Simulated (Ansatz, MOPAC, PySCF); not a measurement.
System: AlS (charge 0, doublet). SMILES: [S][Al]
Geometry: optimised at B3LYP-D3(BJ)/def2-TZVP (Ansatz, an electronic-structure program).

Wanted: enthalpy of formation at 298 K, in kcal/mol. Set-up: no spin-orbit coupling; LANL2DZ with its own core potentials from Na on; 6-31G* and kin with 6d, 5d where marked; UHF or UKS for open shells; frozen cores in correlated levels; non-relativistic. Basis-set limits of correlation are two-point, X^-3; Hartree-Fock from the larger set (for Q and 5 zeta extrapolated as (X+1)exp(-9√X)). Ab initio and DFT rows: single points at B3LYP-D3(BJ) geometries (Ansatz), with unscaled harmonic terms from B3LYP/6-31G* (Ansatz) at its own minima, enthalpies of formation by atomisation with measured atoms. Semi-empirical rows: MOPAC heats of formation at their own minima for 298 K.

Coupled cluster (Ansatz) is a level with limits of its own, used here on species with T1 under 0.025 (0.045 for open shells) and stable references: CCSD(T)/CBS(cc-pV(Q+d)Z,cc-pV(5+d)Z).

Value to compare with, CCSD(T)/CBS(cc-pV(Q+d)Z,cc-pV(5+d)Z) (Ansatz): 46.5 kcal/mol.

```csv
level,program,enthalpy of formation at 298 K (kcal/mol),difference
AM1,MOPAC,48.0,1.5
PM3,MOPAC,22.0,-24.5
SVWN5/6-31G*,Ansatz,30.2,-16.3
PBE/LANL2DZ,Ansatz,61.2,14.7
B3LYP/LANL2DZ,Ansatz,70.8,24.3
B3LYP/6-31G,Ansatz,68.3,21.8
B3LYP/6-31G*,Ansatz,53.6,7.1
B3LYP/cc-pVDZ,Ansatz,54.9,8.4
PBE0/6-31G*,Ansatz,50.4,3.9
M06-2X/6-31G* (5d),PySCF,48.1,1.6
r2SCAN-D4/def2-TZVPD,Ansatz + dftd4,41.7,-4.8
M06-2X/def2-TZVPD,PySCF,45.1,-1.4
```

8 of the 10 habitual levels lie above CCSD(T)/CBS(cc-pV(Q+d)Z,cc-pV(5+d)Z) (Ansatz); their mean absolute difference is 12.4 kcal/mol, the median 11.6.

The levels are drawn from those run, B3LYP/6-31G* more often than the rest, none by its result; left out are runs that failed, that the program found above a lower state of the same kind, or whose <S^2> lies over 0.5 above the pure value.
